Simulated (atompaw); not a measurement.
## An all-electron radial function and its pseudo partner (Kr)

Columns: radius, all-electron u(r) and pseudo u(r) of the 4p shell (level -9.39 eV) of krypton in the configuration [Ar] 3d10 4s2 4p6; LDA (PW92), scalar-relativistic, PAW (atompaw) scheme, atompaw 4.2.0.5.

```tsv
r (bohr)	all-electron	pseudo
0.075	0.2142	0.0064
0.150	0.1370	0.0254
0.225	-0.1001	0.0562
0.300	-0.2870	0.0978
0.375	-0.3635	0.1485
0.450	-0.3422	0.2067
0.525	-0.2549	0.2701
0.600	-0.1313	0.3367
0.675	0.0066	0.4042
0.750	0.1445	0.4705
0.825	0.2735	0.5338
0.900	0.3887	0.5922
0.975	0.4879	0.6445
1.050	0.5706	0.6895
1.125	0.6374	0.7267
1.200	0.6894	0.7557
1.275	0.7282	0.7766
1.350	0.7551	0.7898
1.425	0.7719	0.7960
1.500	0.7800	0.7959
1.575	0.7807	0.7905
1.650	0.7754	0.7808
1.725	0.7651	0.7676
1.800	0.7508	0.7517
1.875	0.7334	0.7336
1.950	0.7136	0.7136
```

(1) How many radial nodes do the two functions have?

(2) Is the pseudo-wave norm-conserving?

Answers

(1) The all-electron 4p function has n − l − 1 = 2; the pseudo-wave has 0, since the states of the same l below it are removed with the core.

(2) No, it belongs to a PAW set: the norm inside the radius is not constrained, and the difference is carried by the augmentation charge.
